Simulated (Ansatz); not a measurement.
A nudged elastic band was laid between two geometries of C₃H₇AlBCl (13 atoms, charge 0, multiplicity 1).

Level of theory: RKS r2SCAN-D4/STO-3G (Ansatz).

```json
{
 "movable images": "5",
 "climbing image": "yes",
 "spring": "5.0 eV/Å²",
 "optimiser": "quadratic models (default)",
 "start path": "through a guess of the saddle point",
 "force threshold": "0.05 eV/Å",
 "iteration limit": "37",
 "end points": "relaxed"
}
```

First end point:

```xyz
13
Properties=species:S:1:pos:R:3
C -0.731 -1.291 1.529
Al 0.829 -0.738 0.597
Cl 2.650 -1.644 1.051
C 0.853 0.591 -0.737
B -0.138 0.523 -1.875
C -0.354 1.583 -0.799
H -0.539 -2.117 2.220
H -1.516 -1.619 0.837
H -1.157 -0.469 2.116
H 1.855 0.980 -0.960
H -0.449 0.047 -2.893
H -0.156 2.633 -1.045
H -1.125 1.486 -0.026
```

Last end point:

```xyz
13
Properties=species:S:1:pos:R:3
C -0.743 -1.325 1.490
Al 0.812 -0.806 0.532
Cl 2.599 -1.821 0.881
C 0.857 0.578 -0.744
B -0.184 0.621 -1.839
C -0.293 1.637 -0.706
H -1.117 -0.506 2.117
H -0.569 -2.182 2.148
H -1.560 -1.595 0.810
H 1.868 0.923 -0.996
H -0.566 0.212 -2.861
H -0.047 2.686 -0.911
H -1.035 1.544 0.095
```

Problem. Which bonds break or form, and what moves?

Solution. No bond is made or broken. The dihedral H8–C1–Al2–Cl3 goes from -124 to -2°. The two ends are copies of one structure, up to a mirror image or an exchange of like atoms.

Problem. Give the energies along the band, and the barrier.

Solution. It converged. The highest image is number 2 of 0 to 6, 0.002 eV above the ends, which have the same energy within 2 meV. The top lies less than 8 meV above the higher end, about what the thresholds resolve: that end is a shoulder or a very shallow well. A vibrational analysis at the climbing image gives no mode beyond 40i cm⁻¹: the surface is too flat there to confirm a saddle point. Limits of this set-up: minimal basis.

| image | path coordinate (Å) | energy (eV) | dihedral H8–C1–Al2–Cl3 (°) |
| --- | --- | --- | --- |
| 0 | 0.00 | 0.000 | -124 |
| 1 | 0.60 | 0.001 | -103 |
| 2 | 1.20 | 0.002 | -82 |
| 3 | 1.80 | 0.002 | -62 |
| 4 | 2.39 | 0.001 | -42 |
| 5 | 2.98 | 0.000 | -22 |
| 6 | 3.58 | 0.000 | -2 |

Problem. What is the geometry of the highest image?

Solution. 
```xyz
13
Properties=species:S:1:pos:R:3
C -0.741 -1.325 1.515
Al 0.805 -0.768 0.565
Cl 2.604 -1.754 0.934
C 0.850 0.597 -0.734
B -0.166 0.589 -1.852
C -0.310 1.643 -0.758
H -0.512 -1.606 2.550
H -1.199 -2.205 1.046
H -1.510 -0.546 1.549
H 1.863 0.945 -0.971
H -0.525 0.136 -2.864
H -0.068 2.686 -0.995
H -1.069 1.574 0.030
```

The band took 6 iterations and of the order of 2.6 core-minutes.

The run took 2.6 min on 1 thread of Arm Neoverse V2 (shared host), peak memory 0.13 GiB.
